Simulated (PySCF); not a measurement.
A GIAO shielding run with PySCF 2.14.0 with density-fitted response routines (density fitting, non-relativistic, gas phase) on SMILES C[S@@](=O)Cc1ccccc1, C8H10OS:

```
{"job": {"kind": "nmr", "xc": "PBE0", "basis": "pcSseg-1"}, "charge": 0, "multiplicity": 1}
C      2.272549     0.558561    -1.278593
S      2.088290    -1.184008    -0.816207
O      3.447162    -1.643221    -0.376777
C      1.120855    -0.911271     0.733175
C     -0.238526    -0.364296     0.456032
C     -0.571690     0.954460     0.787734
C     -1.824854     1.474290     0.470197
C     -2.761745     0.682358    -0.192164
C     -2.439898    -0.631620    -0.531298
C     -1.188481    -1.150438    -0.210217
H      1.294985     1.009841    -1.497709
H      2.787572     1.079555    -0.458606
H      2.906543     0.563737    -2.175196
H      1.741623    -0.264571     1.370719
H      1.099157    -1.918321     1.176297
H      0.161193     1.578237     1.306619
H     -2.070717     2.503501     0.742168
H     -3.744056     1.088814    -0.443398
H     -3.169796    -1.258135    -1.049304
H     -0.938876    -2.180024    -0.480499
```

Hardware: 1 thread of an x86-64 server CPU, shared host. The job also computes population analyses, field gradients, ring-centre shieldings.

(1) How large is the calculation?

(2) How long does it take?

Answers

(1) 82 electrons, 227 basis functions and 1194 auxiliary functions.

(2) 35 s of wall time, with 15 SCF cycles and 5 response iterations. Times on a shared host scatter by some tens of per cent.
